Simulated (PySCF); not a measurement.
# Neon: a sound run and one with changed settings

Sound run: Ne⁺ [He] 2s2 2p5, Ne²⁺ [He] 2s2 2p4. Calculation: PySCF 2.14, in def2-SVP (3s2p1d, 14 functions); no relativity, point nucleus. In the sound run the correlated levels freeze 1s2. The sound run starts from symmetry-adapted Hartree-Fock orbitals and uses a fine grid where one is needed.

A second run was set up differently.

```tsv
species	method	sound run (hartree)	changed run (hartree)	converged
Ne⁺	UHF	-127.64829	-126.06147	yes
Ne⁺	PBE	-127.90388	-126.23358	yes
Ne⁺	B3LYP	-128.01470	-126.34172	yes
Ne⁺	MP2	-127.77835	-126.06147	yes
Ne²⁺	UHF	-126.19497	-124.57400	yes
Ne²⁺	PBE	-126.38357	-124.69970	yes
Ne²⁺	B3LYP	-126.48850	-124.79969	yes
Ne²⁺	MP2	-126.28419	-124.57400	yes
```

Ionisation energy of Ne⁺:

| method | sound run (eV) | changed run (eV) |
| --- | --- | --- |
| UHF | 39.547 | 40.476 |
| PBE | 41.370 | 41.739 |
| B3LYP | 41.530 | 41.961 |
| MP2 | 40.658 | 40.476 |
| SCS-MP2 | 40.604 | 40.476 |

Q: What was changed?
A. too few SCF iterations
B. angular grid far too coarse
C. all electrons correlated in a valence basis
D. minimal basis

A: D. It used basis STO-3G. A minimal basis cannot let orbitals breathe on ionisation and holds almost no correlation.
